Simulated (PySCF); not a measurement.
Species: C₃H₁₀SSi.
Geometry (PBE0-D3(BJ)/def2-SVP, Å), atoms numbered from 1 in this order:
```
atom  x, y, z in Å
Si1   -2.2393    0.7123    0.6811
C2    -0.6884    0.4558   -0.3633
C3     0.4668   -0.2006    0.3905
C4     1.6991   -0.3993   -0.4788
S5     3.0774   -1.2422    0.3547
H6    -1.9308    1.5715    1.8669
H7    -2.7580   -0.6005    1.1761
H8    -3.3077    1.3782   -0.1263
H9    -0.3805    1.4390   -0.7616
H10   -0.9679   -0.1519   -1.2421
H11    0.7413    0.4148    1.2657
H12    0.1602   -1.1791    0.7963
H13    2.0479    0.5579   -0.8978
H14    1.4612   -1.0494   -1.3364
H15    3.2924   -0.2948    1.2933
```

Theory: PBE0-D3(BJ)/def2-SVP geometry optimisation, gas phase (PySCF).

Take the most abundant isotopes and a rigid rotor. The values belong to one conformer with, in the numbering `[SiH3:1][CH2:2][CH2:3][CH2:4][SH:5]`, Si1–C2–C3–C4 180°, C2–C3–C4–S5 -178°, C3–C4–S5–H -63°.

Problem. What are A, B and C (MHz)?

Solution. Ia = 38.71, Ib = 577.17, Ic = 597.82 u·Å²; 505379 MHz·u·Å²/I gives A = 13057, B = 875.6, C = 845.4 MHz.

Problem. Classify the top.

Solution. A near-prolate asymmetric top: κ = (2 × 875.6 − 13057 − 845.4)/(13057 − 845.4) = -1.00.

Problem. Is it planar, by Δ = Ic − Ia − Ib?

Solution. Not planar: Δ = Ic − Ia − Ib = -18.06 u·Å². For a rigid frame Δ = −2 Σ m c², so Σ m c² = 9.03 u·Å² lies off the ab plane: 8.93 from hydrogen and 0.10 from heavier atoms. The atom farthest from that plane is 1.25 Å away.

Problem. Give the other two planar moments, Paa and Pbb, and the rms extents of the mass along the axes.

Solution. Paa = Σ m a² = (Ib + Ic − Ia)/2 = 568.14 and Pbb = Σ m b² = (Ia + Ic − Ib)/2 = 29.68 u·Å². With the mass M = 106.03 u, the rms extents √(P/M) along a, b and c are 2.31, 0.53, 0.29 Å.

Problem. List the rotational levels J(Ka,Kc) to J = 3 (MHz).

Solution. Above 0(0,0):
J = 1: 1(0,1) 1721, 1(1,1) 13902, 1(1,0) 13933
J = 2: 2(0,2) 5163, 2(1,2) 17314, 2(1,1) 17405, 2(2,1) 53949, 2(2,0) 53949
J = 3: 3(0,3) 10326, 3(1,3) 22432, 3(1,2) 22613, 3(2,2) 59112, 3(2,1) 59112, 3(3,1) 120095, 3(3,0) 120095
Those of J = 1 are B + C, A + C and A + B.

Problem. Predict some low-J microwave lines.

Solution. The dipole components are |μa| = 0.76 D, |μb| = 0.71 D, |μc| = 0.78 D. The squared components, which scale the intensities, stand as 0.96 : 0.84 : 1.00 (a : b : c). Some lines, for components of 0.1 D or more:

```json
{"type": "a", "branch": "R", "J(Ka,Kc)": "1(0,1) ← 0(0,0)", "MHz": "1721", "lower level (cm⁻¹)": "0.000"}
{"type": "a", "branch": "R", "J(Ka,Kc)": "2(1,1) ← 1(1,0)", "MHz": "3472", "lower level (cm⁻¹)": "0.465"}
{"type": "a", "branch": "R", "J(Ka,Kc)": "3(0,3) ← 2(0,2)", "MHz": "5163", "lower level (cm⁻¹)": "0.172"}
{"type": "a", "branch": "R", "J(Ka,Kc)": "3(2,2) ← 2(2,1)", "MHz": "5163", "lower level (cm⁻¹)": "1.800"}
{"type": "a", "branch": "R", "J(Ka,Kc)": "3(2,1) ← 2(2,0)", "MHz": "5163", "lower level (cm⁻¹)": "1.800"}
{"type": "a", "branch": "R", "J(Ka,Kc)": "3(1,2) ← 2(1,1)", "MHz": "5208", "lower level (cm⁻¹)": "0.581"}
{"type": "b", "branch": "Q", "J(Ka,Kc)": "1(1,0) ← 1(0,1)", "MHz": "12212", "lower level (cm⁻¹)": "0.057"}
{"type": "b", "branch": "Q", "J(Ka,Kc)": "2(1,1) ← 2(0,2)", "MHz": "12242", "lower level (cm⁻¹)": "0.172"}
{"type": "b", "branch": "Q", "J(Ka,Kc)": "3(1,2) ← 3(0,3)", "MHz": "12288", "lower level (cm⁻¹)": "0.344"}
{"type": "b", "branch": "R", "J(Ka,Kc)": "1(1,1) ← 0(0,0)", "MHz": "13902", "lower level (cm⁻¹)": "0.000"}
{"type": "c", "branch": "R", "J(Ka,Kc)": "1(1,0) ← 0(0,0)", "MHz": "13933", "lower level (cm⁻¹)": "0.000"}
{"type": "c", "branch": "R", "J(Ka,Kc)": "2(1,1) ← 1(0,1)", "MHz": "15684", "lower level (cm⁻¹)": "0.057"}
{"type": "c", "branch": "Q", "J(Ka,Kc)": "3(2,2) ← 3(1,2)", "MHz": "36499", "lower level (cm⁻¹)": "0.754"}
{"type": "c", "branch": "Q", "J(Ka,Kc)": "2(2,1) ← 2(1,1)", "MHz": "36544", "lower level (cm⁻¹)": "0.581"}
{"type": "b", "branch": "Q", "J(Ka,Kc)": "2(2,0) ← 2(1,1)", "MHz": "36544", "lower level (cm⁻¹)": "0.581"}
{"type": "b", "branch": "R", "J(Ka,Kc)": "2(2,1) ← 1(1,0)", "MHz": "40016", "lower level (cm⁻¹)": "0.465"}
{"type": "c", "branch": "R", "J(Ka,Kc)": "2(2,0) ← 1(1,0)", "MHz": "40017", "lower level (cm⁻¹)": "0.465"}
{"type": "c", "branch": "R", "J(Ka,Kc)": "2(2,1) ← 1(1,1)", "MHz": "40047", "lower level (cm⁻¹)": "0.464"}
{"type": "b", "branch": "R", "J(Ka,Kc)": "2(2,0) ← 1(1,1)", "MHz": "40047", "lower level (cm⁻¹)": "0.464"}
{"type": "b", "branch": "Q", "J(Ka,Kc)": "3(3,1) ← 3(2,2)", "MHz": "60983", "lower level (cm⁻¹)": "1.972"}
{"type": "b", "branch": "R", "J(Ka,Kc)": "3(3,1) ← 2(2,0)", "MHz": "66146", "lower level (cm⁻¹)": "1.800"}
{"type": "c", "branch": "R", "J(Ka,Kc)": "3(3,0) ← 2(2,0)", "MHz": "66146", "lower level (cm⁻¹)": "1.800"}
{"type": "b", "branch": "R", "J(Ka,Kc)": "3(3,0) ← 2(2,1)", "MHz": "66146", "lower level (cm⁻¹)": "1.800"}
```

Stationary, but not proved a minimum. These are rigid-rotor constants of the computed structure; measured ground-state constants (B0) also hold zero-point vibration. A rigid rotor knows nothing of internal rotation, which can split or shift real lines.
